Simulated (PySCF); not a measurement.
C2H4BFO2, SMILES FB(OC)C=O.

Geometry: ωB97X-D3(BJ)/def2-SVP. The structure was generated by enumeration, and PubChem lists no compound with its InChIKey, so it may never have been made. One conformer was computed; it need not be the lowest.

Two levels are set side by side: TDDFT-PBE/def2-SVPD (PySCF) and TDDFT-M06-2X/def2-SVPD (PySCF). Vertical, same geometry. The lowest singlet is HOMO→LUMO 100 % with PBE and HOMO→LUMO 94 % with the other functional; states are paired by order. Differences are taken from unrounded values.

```json
[
 {"quantity": "lowest singlet excitation (eV)", "TDDFT-PBE": "2.64"},
 {"quantity": "lowest triplet excitation (TDA) (eV)", "TDDFT-PBE": "1.97"},
 {"quantity": "first bright state (f over 0.05) (eV)", "TDDFT-PBE": "4.96"},
 {"quantity": "its oscillator strength", "TDDFT-PBE": "0.05"}
]
```

Question: These are the TDDFT-PBE values. What does TDDFT-M06-2X give? (An estimate is asked for; the answer gives what the named calculation found.)

Answer: 
| quantity | TDDFT-M06-2X | TDDFT-PBE minus TDDFT-M06-2X |
|---|---|---|
| lowest singlet excitation (eV) | 2.72 | -0.09 |
| lowest triplet excitation (TDA) (eV) | 2.25 | -0.27 |
| first bright state (f over 0.05) (eV) | 7.10 | -2.14 |
| its oscillator strength | 0.09 | -0.04 |

A lower first singlet is the usual sign of a functional without exact exchange. Differences between two approximate levels are no errors against the true value.

Rough cost on one machine, each run with all the roots and properties that it gave: TDDFT-M06-2X against TDDFT-PBE about 20 times.
